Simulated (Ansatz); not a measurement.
Two isomers of CH5BO2Si: A = `O=C[SiH2]BO`, B = `B[SiH](O)C=O`.

Gas-phase electronic energies from Ansatz, PBE0-D4/def2-TZVP geometries. CBS: MP2 limit from def2 TZ/QZ plus the TZ coupled-cluster correction, frozen cores. Functionals use def2-TZVPP. Each species was taken in one conformer, which may not be the lowest.

Problem. Which is lower in electronic energy at CCSD(T)/CBS, and by how much? (Best estimate.)

Solution. Computed: A, by 16.6 kcal/mol.

Problem. Give E(B) − E(A) in kcal/mol with B2PLYP, PBE0-D4, HF/def2-TZVPP, r2SCAN-D4, CCSD/def2-TZVPP, ωB97M-V, MP2/def2-TZVPP. (Best estimate.)

Solution. Ansatz gave: B2PLYP 17.1, PBE0-D4 18.3, HF/def2-TZVPP 11.9, r2SCAN-D4 16.7, CCSD/def2-TZVPP 16.3, ωB97M-V 17.5, MP2/def2-TZVPP 17.1. None reverses the order clearly.

Largest T1 diagnostic: 0.017.

From PBE to PBE0 (25 % exact exchange), in def2-TZVPP and without D4, E(B) − E(A) moves by −0.9 kcal/mol. In def2-TZVPP, CCSD(T) changes the Hartree–Fock value by +5.6 kcal/mol (the triples alone add +1.2 kcal/mol) and MP2 by +5.2 kcal/mol.
